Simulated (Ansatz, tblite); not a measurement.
Isomers of In₇Sb₈ (doublet), found by a short tight-binding search and relaxed with PBE-D4/def2-SVP in Ansatz.

In the def2 sets In, Sb take a core potential; there is no spin–orbit coupling. The xTB rows come from tblite. Correlated methods freeze 60 core orbitals; core or outer-core shells of In, Sb are correlated, in sets that lack core-valence functions. Single mean-field runs in def2-TZVP are fitted with def2-universal-jkfit.

Run but left out: MP2/def2-SVP (B: ⟨S²⟩ 0.93, where a pure state has 0.75).

A: At MP2/def2-SVP the charge 0 doublet is spin-contaminated (final ⟨S²⟩ up to 0.84, 0.75 for a pure state). B: At MP2/def2-SVP the charge 0 doublet is spin-contaminated (final ⟨S²⟩ up to 0.93, 0.75 for a pure state).

Other spin states weren't relaxed.

A:

```xyz
15

In   -1.186    0.029   -2.633
In   -3.063   -1.895    0.086
In    1.042    1.832   -0.364
In    2.546   -2.721    1.939
In   -1.801    1.912    0.067
In    3.776   -0.159    0.254
In   -0.659   -3.482    2.347
Sb   -4.071    0.474   -0.784
Sb    3.367    2.352    1.095
Sb   -2.104    3.126   -2.984
Sb    1.103   -2.730    4.256
Sb    0.605    3.805   -2.508
Sb   -2.114   -4.442    0.273
Sb    3.976   -2.800   -0.369
Sb   -1.417    4.699   -0.675
```

B:

Cartesian coordinates in Å:
```
In 2.5671 -1.9683 0.8911
In 0.1808 0.0402 3.6204
In 1.0539 -1.2732 -3.0724
In 3.5845 0.5378 -1.1155
In -2.4335 -1.1691 1.3383
In 0.6797 3.5644 0.9955
In -2.5511 2.7573 -1.1156
Sb -2.4122 -1.8537 -1.5429
Sb -1.9414 1.7356 1.7190
Sb -0.0379 -3.2243 -0.5783
Sb -0.0723 -2.8572 2.2667
Sb 2.4633 1.1150 1.7726
Sb 0.1820 0.3016 0.1788
Sb 0.5528 1.8468 -2.2295
Sb -1.8156 0.4470 -3.1283
```

Q: Estimate which lies lowest at each level, and how far above it the others are (eV).

A: 
| level | A | B |
| --- | --- | --- |
| GFN1-xTB | 6.96 | 0.00 |
| GFN2-xTB | 5.71 | 0.00 |
| HF/def2-SVP | 0.00 | 0.70 |
| PBE-D4/def2-SVP | 3.50 | 0.00 |
| PBE-D4/def2-TZVP | 3.40 | 0.00 |
| r2SCAN-D4/def2-TZVP | 2.14 | 0.00 |
| PBE0-D4/def2-SVP | 2.96 | 0.00 |
| PBE0-D4/def2-TZVP | 2.88 | 0.00 |
| BHLYP-D4/def2-TZVP | 2.80 | 0.00 |
| RPA@PBE/def2-SVP | 1.95 | 0.00 |
Point groups (tolerance 0.1 Å): A not assigned, B not assigned. Lower isomers may exist.
